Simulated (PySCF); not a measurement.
## ZrBr₂, triplet: data card

All numbers come from UPBE in PySCF with Zr def2-TZVP with ECP28, Br def2-TZVP; scalar-relativistic core potentials, no spin–orbit coupling; density-fitted integrals.

The structure is a minimum.

```xyz
3
charge 0 multiplicity 3, angstrom
Zr   -0.4393    0.0000    0.0000
Br    0.2524    0.0000    2.4097
Br    0.2524    0.0000   -2.4097
```

```
Point group                                                                   : C2v
Bond lengths                                                                  : Zr–Br 2.507 Å (×2)
Bond angles                                                                   : Br–Zr–Br 148.0°
Lowest empty level (α)                                                        : -4.01 eV
Atomisation energy without zero-point energy                                  : 906 kJ/mol
Highest occupied level (α)                                                    : -4.62 eV
Dipole moment                                                                 : 1.16 D
Rotational symmetry number                                                    : 2
Rotational constants                                                          : 0.6152, 0.01839, 0.01786 cm⁻¹
Zero-point energy                                                             : 3.4 kJ/mol
Heat capacity Cp at 298.15 K                                                  : 56.0 J/(mol K)
Enthalpy at 298.15 K above 0 K                                                : 14.65 kJ/mol
Spin squared ⟨S²⟩                                                             : 2.007
Principal quadrupole moments (Buckingham, traceless) about the centre of mass : -8.31, 4.15, 4.16 D Å
Principal polarisabilities                                                    : 87.4, 91.2, 129.3 bohr³
Entropy at 298.15 K and 1 bar (electronic part: spin only)                    : 337.1 J/(mol K)
```

Harmonic modes (masses in u: Zr 89.905, Br 78.918):
| symmetry | ω (cm⁻¹) | IR (km/mol) | μ (u) | type |
| --- | --- | --- | --- | --- |
| a1 | 35 | 1.2 | 84.03 | bend |
| a1 | 225 | 3.4 | 80.29 | stretch |
| b2 | 307 | 86.3 | 85.37 | stretch |

In C2v the vibrations span 2a1 + b2. Here b1 is antisymmetric to the molecular plane and b2 lies in it.

Charges (e):
```
 atom  Mulliken  Löwdin  polar tensor  spin (Mulliken)  Mayer order to Zr1
  Zr1      0.71   -0.20          1.01             2.11                   –
Br2,3     -0.36    0.10         -0.51            -0.06                1.13
```

Mulliken populations on Zr1 (electrons outside its core potential): s 2.72, p 6.22, d 2.32, f 0.03.

Formally Zr is in oxidation state +2, d2, with 2 unpaired electrons (the high-spin count). The Mulliken spin on Zr is 2.11. The polar-tensor charge on Zr, 1.01, is far below the formal one.

Only a few start shapes were tried, so a lower isomer may exist. With open d or f shells other occupations or spin states may lie lower.

The final relaxation and frequency run took 63 s on 4 threads of a shared Arm Neoverse V1 host, with 136 basis functions and 14 gradients; the process peaked at 1 GiB. Launch command: `OMP_NUM_THREADS=4 python axn.py task.json out`.
